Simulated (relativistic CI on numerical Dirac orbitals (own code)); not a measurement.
# Spin-allowed bands of a d3 ion in an octahedral site, by hand

Problem. Take Δ = 16340 cm⁻¹ and B = 860 cm⁻¹ for a d3 ion in an octahedral site. Calculate the three spin-allowed bands.

Working.
1. The terms of highest spin are 4F (energy 0) and 4P (15B = 12900 cm⁻¹). Here the F term splits into A2 at −1.2Δ = -19608, T2 at −0.2Δ = -3268 and T1 at +0.6Δ = 9804 cm⁻¹.
2. The two T1 states mix through the element 0.4Δ: H = [[9804, 6536], [6536, 12900]], with roots ½(H₁₁ + H₂₂) ∓ ½√[(H₂₂ − H₁₁)² + 4H₁₂²] = ½(22704) ∓ ½(13434) = 4635 and 18069 cm⁻¹.
3. The ground term is 4A2 at -19608 cm⁻¹.
4. Bands: 4T2 16340 cm⁻¹ (612 nm), 4T1(F) 24243 cm⁻¹ (412 nm), 4T1(P) 37677 cm⁻¹ (265 nm).

Check. Exact diagonalisation of the whole d3 shell with these parameters gives 4T2 16340, 4T1 24243, 4T1 37677 cm⁻¹. The match is exact, since without spin-orbit coupling no other term has this spin. The ratio of the second band to the first, 1.484, depends on Δ/B = 19.0 alone, which is how a Tanabe-Sugano diagram is read.
